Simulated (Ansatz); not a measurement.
**Two structures, one formula**

The two ends of one reaction step of GeSiH₃F₃, closed shell (PBE0-D4/def2-TZVP).

A:

| atom | x (Å) | y (Å) | z (Å) |
| --- | --- | --- | --- |
| Ge1 | 0.1861 | -0.9389 | 1.1776 |
| Si2 | -0.6509 | 1.5766 | -1.1537 |
| F3 | 0.3796 | -0.3368 | -0.4881 |
| F4 | -1.1443 | 0.7982 | -2.4727 |
| F5 | 0.7799 | 2.1201 | -1.6517 |
| H6 | -1.3100 | -1.2081 | 1.3287 |
| H7 | 0.7085 | 0.1871 | 2.0680 |
| H8 | 1.0511 | -2.1981 | 1.1918 |

B:

```
8
angstrom
Ge -0.0581 -0.5269 1.0930
Si 0.0550 0.4985 -1.0340
F 0.2952 -0.5588 -2.1849
F -1.2790 1.2704 -1.3868
F 1.2333 1.5494 -1.1188
H -1.2186 -1.5281 1.1055
H -0.2893 0.5514 2.1575
H 1.2616 -1.2560 1.3686
```

Program: Ansatz 0.2.0. Basis: def2-TZVPP. Cores are frozen in the correlated methods. Filled d shells of the heavier atoms are correlated. The def2 sets are not built for correlating such inner shells, so the correlated values are less sure here. B3LYP uses VWN-RPA correlation.

(1) Which structure is lower at CCSD(T), and by how much? (An estimate is asked for; the value comes from the calculation.)

T1 diagnostic: at most 0.014.

Answers

(1) Computed: B, by 55.37 kcal/mol (electronic energy, against the other). By their contacts, A is a complex of GeH₃F ([F][GeH3]) + SiF₂ and B is GeSiH₃F₃ ([F][Si]([F])([F])[GeH3]).

All methods give the same order:

| method | E(B) − E(A) (kcal/mol) |
| --- | --- |
| SPW92 | -56.33 |
| PBE-D4 | -52.44 |
| BLYP-D4 | -48.06 |
| r2SCAN-D4 | -58.27 |
| B97M-V | -54.51 |
| PBE0-D4 | -56.86 |
| B3LYP-D4 | -52.14 |
| r2SCAN0-D4 | -60.26 |
| BHLYP-D4 | -55.99 |
| CAM-B3LYP-D4 | -53.34 |
| wB97X-V | -54.92 |
| wB97M-V | -51.15 |
| B2PLYP | -53.62 |
| PBE-QIDH | -59.49 |
| RPA on PBE | -51.80 |
| HF | -56.42 |
| MP2 | -57.36 |
| CCSD | -55.90 |
| CCSD(T) | -55.37 |

Labels in which every atom is bracketed show which atoms are joined, not bond orders.

For scale, one of the runs: CCSD(T)/def2-TZVPP, 225 basis functions, launched by `ansatz run in.yaml --threads 8 --pin off --events-out ev --progress --plain --max-ram 19148MiB`. Time: 100 s of wall clock on 8 CPU threads of an Arm Neoverse V1; the host was shared. Peak host memory: 3.9 GiB.
